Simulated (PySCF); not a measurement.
C9H13N.
SMILES with atom numbers: `[CH3:1][CH2:2][c:3]1[cH:4][cH:5][cH:6][c:7]([CH3:8])[c:9]1[NH2:10]` (hydrogens: H11, H12, H13 on C1; H14, H15 on C2; H16 on C4; H17 on C5; H18 on C6; H19, H20, H21 on C8; H22, H23 on N10)

The same species was optimised twice, with GFN2-xTB and with PBE0-D3(BJ)/def2-SVP (PySCF), and the same property calculations (PySCF, gas phase) were run on both structures.

```
     coordinate  GFN2-xTB  PBE0-D3(BJ)/def2-SVP  change
      C6–C7 (Å)     1.384                 1.395  +0.011
      C3–C9 (Å)     1.402                 1.412  +0.010
      C4–C5 (Å)     1.382                 1.392  +0.010
      C3–C4 (Å)     1.386                 1.396  +0.010
      C5–C6 (Å)     1.383                 1.392  +0.009
      C7–C9 (Å)     1.403                 1.412  +0.009
      C7–C8 (Å)     1.503                 1.500  -0.003
      C1–C2 (Å)     1.530                 1.528  -0.002
     C9–N10 (Å)     1.388                 1.387  -0.001
      C2–C3 (Å)     1.506                 1.506   0.000
   C1–C2–C3 (°)     111.2                 113.3    +2.1
   C6–C7–C8 (°)     120.3                 121.3    +1.0
   C2–C3–C4 (°)     119.5                 120.5    +1.0
   C8–C7–C9 (°)     120.3                 119.6    -0.7
   C2–C3–C9 (°)     121.2                 120.6    -0.6
   C3–C9–C7 (°)     119.7                 120.1    +0.4
   C4–C3–C9 (°)     119.2                 118.8    -0.4
   C3–C4–C5 (°)     121.3                 121.6    +0.3
C1–C2–C3–C4 (°)       102                   103      +1
```

Rotational constants: A = 2024, B = 1168, C = 795.3 MHz (GFN2-xTB) against A = 2000, B = 1155, C = 784.9 MHz (PBE0-D3(BJ)/def2-SVP). Point groups within 0.08 Å: C1 and C1.

On the GFN2-xTB structure: HOMO (eV) -5.77 [PBE0/pcSseg-1]; LUMO (eV) 0.25 [PBE0/pcSseg-1]; dipole (D) 1.75 [PBE0/pcSseg-1]; GIAO shielding of C1 (ppm) 171.9 [PBE0/pcSseg-1]; GIAO shielding of C2 (ppm) 155.2 [PBE0/pcSseg-1]; GIAO shielding of C3 (ppm) 56.6 [PBE0/pcSseg-1]; GIAO shielding of C4 (ppm) 53.4 [PBE0/pcSseg-1]; GIAO shielding of C5 (ppm) 64.1 [PBE0/pcSseg-1]; GIAO shielding of C6 (ppm) 52.6 [PBE0/pcSseg-1]; GIAO shielding of C7 (ppm) 62.6 [PBE0/pcSseg-1]; GIAO shielding of C8 (ppm) 166.5 [PBE0/pcSseg-1].

Q: What do these properties become on the PBE0-D3(BJ)/def2-SVP structure?

A: 
```tsv
property	level	on GFN2-xTB	on PBE0-D3(BJ)/def2-SVP	change
HOMO (eV)	PBE0/pcSseg-1	-5.77	-5.75	+0.02
LUMO (eV)	PBE0/pcSseg-1	0.25	0.17	-0.08
dipole (D)	PBE0/pcSseg-1	1.75	1.81	+0.06
energy, GFN2-xTB geometry as zero (kcal/mol)	PBE0/pcSseg-1	0.0	-0.5	-0.5
GIAO shielding of C1 (ppm)	PBE0/pcSseg-1	171.9	170.1	-1.8
GIAO shielding of C2 (ppm)	PBE0/pcSseg-1	155.2	154.6	-0.6
GIAO shielding of C3 (ppm)	PBE0/pcSseg-1	56.6	55.5	-1.1
GIAO shielding of C4 (ppm)	PBE0/pcSseg-1	53.4	50.9	-2.5
GIAO shielding of C5 (ppm)	PBE0/pcSseg-1	64.1	62.5	-1.6
GIAO shielding of C6 (ppm)	PBE0/pcSseg-1	52.6	50.3	-2.3
GIAO shielding of C7 (ppm)	PBE0/pcSseg-1	62.6	61.4	-1.2
GIAO shielding of C8 (ppm)	PBE0/pcSseg-1	166.5	165.0	-1.5
```

The heavy atoms differ by 0.020 Å rms after alignment. Among bonds between heavy atoms C3–C4, C3–C9, C4–C5 and C6–C7 change most and about equally (+0.010 to +0.011 Å). Changes are differences of the printed values. Neither structure is proved a minimum here.

Shape of the structure used: `[CH3:1][CH2:2][c:3]1[cH:4][cH:5][cH:6][c:7]([CH3:8])[c:9]1[NH2:10]`: C1–C2–C3–C4 103°, H–N10–C9–C7 160°, H–N10–C9–C7 25°.
